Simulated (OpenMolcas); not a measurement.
A calculation on Cr2+.

```
Program             : OpenMolcas 26.06
Method              : CASSCF
Basis               : ANO-RCC-VQZP [7s6p4d3f2g1h]
Scalar Hamiltonian  : DKH2, point nucleus
Active space        : 4 electrons in 5 orbitals (3d)
State averaging     : 2S+1 = 5 even, 5 roots; 2S+1 = 3 even, 45 roots; 2S+1 = 1 even, 50 roots
Spin-orbit coupling : RASSI with atomic mean-field integrals over the reference wave functions, term energies averaged over their components
```

Task: Which level of the active space comes out lowest?

Result: 3d4 5D0, with 100 % of that term; it is also the measured ground level.

Task: How high does 3d4 5D1 lie?

Result: 65.9 cm-1 above the lowest level; measured 62.2 cm-1 above the ground level, so the calculation is off by +6 %.

Task: How high does 3d4 3F4(1) lie?

Result: 23155 cm-1 above the lowest level; measured 18583 cm-1 above the ground level, so the calculation is off by +25 %.

Task: How high does 3d4 3F3(1) lie?

Result: 23075 cm-1 above the lowest level; measured 18511 cm-1 above the ground level, so the calculation is off by +25 %.

Measured values: Sugar and Corliss, J. Phys. Chem. Ref. Data 6, 317 (1977).

Without dynamic correlation excited terms often stand tens of per cent too high (terms of higher spin than the ground term too low), and those without a measured partner can miss by more than the paired ones. Measured partners are found by configuration, term and J. A level has none where our copy of the source lacks it or the pairing is in doubt (some pairs that miss far off the trend of their configuration count as doubtful), and it then counts in no deviation. Levels of configurations outside the active space are missing.

A number in round brackets counts repeated terms of one configuration in the order of the reference energies.
